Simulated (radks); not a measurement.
Numerical settings for neutral arsenic, [Ar] 3d10 4s2 4p3. Calculated with a radial shooting solver on a logarithmic mesh with Libxc functionals: scalar-relativistic Kohn-Sham, r2SCAN, spin-polarised, spherical densities, finite nucleus; open shells are filled with parallel spins first; meta-GGA in the generalised Kohn-Sham scheme; Fermi nuclear charge, rms radius 4.0968 fm. The defaults (mesh step 0.008 in ln r, mesh end at 40 bohr or more with all orbitals vanishing there, Anderson mixing 0.5 over 9 steps, residual threshold near 1e-9 with the energy settled to 1e-9 hartree or 1e-11 of itself, here a cap of 68 iterations) give E = -2261.248 hartree and 4p at -6.310 eV in 13 iterations. Times are rough (one thread of a shared host). One setting is changed at a time: mesh step in ln r 0.012; mesh step in ln r 0.05; mesh step in ln r 0.12; mesh end (bohr) 5; mesh end (bohr) 8; residual threshold 0.01; residual threshold 0.1; mixing 0.2; linear mixing, mixing 1; linear mixing, mixing 0.5; mixing history 3; iteration cap 5. Which runs fail to converge, and which converge to a wrong energy?

Answer. Not converged within the cap: mesh step in ln r 0.12; linear mixing, mixing 1; iteration cap 5. Settings that end as converged yet miss the energy by more than 1 mhartree: mesh end (bohr) 5 (+0.0728 hartree); mesh end (bohr) 8 (+0.00114 hartree).
